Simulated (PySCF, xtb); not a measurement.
C5H7N, SMILES C#C/C=N/CC. One conformer was computed; it need not be the lowest.

Harmonic wavenumbers (cm⁻¹) from xtb 6.7.1 with GFN2-xTB at its own minimum, in rising order: 87, 117, 145, 210, 317, 385, 446, 522, 653, 666, 836, 899, 946, 1022, 1086, 1112, 1166, 1238, 1305, 1333, 1399, 1464, 1485, 1498, 1710, 2250, 2774, 2812, 2936, 3036, 3041, 3054, 3390.

Q: What does PBE-D3(BJ)/def2-SVP (PySCF) give at its own minimum? (An estimate is asked for; the answer gives what the named calculation found.)

A: 91, 136, 162, 244, 350, 413, 481, 569, 655, 659, 792, 895, 931, 993, 1061, 1084, 1130, 1231, 1299, 1325, 1342, 1406, 1410, 1433, 1659, 2151, 2874, 2888, 2976, 2979, 3071, 3080, 3405. Paired by order, the mean absolute difference is 36 cm⁻¹ and the zero-point energies are 64.8 and 64.6 kcal/mol.
